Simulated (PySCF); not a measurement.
Compound: C7H9N.
SMILES with atom numbers: `[H]/[N:8]=[CH:7]\[C:5](/[CH:4]=[CH:3]\[CH:2]=[CH2:1])=[CH2:6]` (hydrogens: H9, H10 on C1; H11 on C2; H12 on C3; H13 on C4; H14, H15 on C6; H16 on C7; H17 on N8)

Cartesian coordinates in Å at the GFN2-xTB level; atoms count from 1:
```
atom  x, y, z in Å
C1     2.8846   -0.8175    0.9187
C2     1.6706   -0.3661    0.6161
C3     0.8524   -0.9398   -0.4256
C4    -0.4159   -0.6089   -0.6995
C5    -1.2505    0.3332    0.0474
C6    -1.3488    0.3258    1.3811
C7    -2.0415    1.3014   -0.7314
N8    -1.9964    1.5427   -1.9656
H9     3.3140   -1.6681    0.4145
H10    3.4870   -0.3622    1.6856
H11    1.2606    0.4839    1.1450
H12    1.3429   -1.6749   -1.0517
H13   -0.8978   -1.0568   -1.5618
H14   -0.8153   -0.3859    1.9880
H15   -1.9842    1.0252    1.8996
H16   -2.7467    1.8954   -0.1544
H17   -1.3220    0.9846   -2.4897
```

Computed at B3LYP/pcJ-1 (PySCF, non-relativistic), with Q(14N) = 0.02044 b: N8, 14N (I = 1): χzz = -4.955 MHz, η = 0.416.

(1) Find the zero-field quadrupole resonance frequencies of 14N at N8.

## Answers

(1) From ν± = (3/4)|χ|(1 ± η/3) and ν0 = |χ|η/2: ν+ 4.231 MHz, ν− 3.201 MHz, ν0 1.031 MHz (imine nitrogen).

In a crystal, neighbours and librations shift these lines. Isolated species at its GFN2-xTB geometry (one conformer only). GFN2-xTB bond lengths can be off by several hundredths of an ångström, more for odd bonds, and the gradients follow them. The small basis limits the accuracy of the gradients.
